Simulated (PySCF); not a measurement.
C2H7MgNSe. Atoms are numbered in the order given.

```xyz
12

Mg    -0.2977     0.0022     0.0000
N     -2.2160     0.0032     0.0000
C     -3.0294    -0.0014    -1.1967
C     -3.0294    -0.0014     1.1967
H     -3.6971    -0.9002    -1.2621
H     -3.7063     0.8903    -1.2612
H     -2.4060     0.0023    -2.1180
H     -3.7063     0.8903     1.2612
H     -3.6971    -0.9002     1.2621
H     -2.4060     0.0023     2.1180
Se     2.1444     0.0420     0.0000
H      2.1481    -1.4460     0.0000
```

The structure is a stationary point at PBE-D3(BJ)/def2-SVP. Other conformers were not sampled.

These are PBE/pcSseg-1 in PySCF values and carry that method's errors.

GIAO shieldings, no solvent; atoms alike by connectivity are averaged. δ = σ(ref) − σ: ¹⁵N against NH3 (σ = 267.0 ppm); ¹³C against TMS (σ = 182.0 ppm); ¹H against TMS (σ = 31.49 ppm); ⁷⁷Se against Me2Se (σ = 1634.8 ppm), references at their B3LYP-D3(BJ)/def2-TZVP geometries, non-relativistic.

Task: Estimate the chemical shifts. (An estimate is asked for; the answer gives what the named calculation found.)

Result: 
| nucleus | atoms | count | δ (ppm) |
|---|---|---|---|
| ¹⁵N | N2 | 1 | 50.2 |
| ¹³C | C3, C4 | 2 | 52.5 |
| ¹H | H5, H6, H7, H8, H9, H10 | 6 | 3.34 |
| ¹H | H12 | 1 | -0.99 |
| ⁷⁷Se | Se11 | 1 | -800.0 |
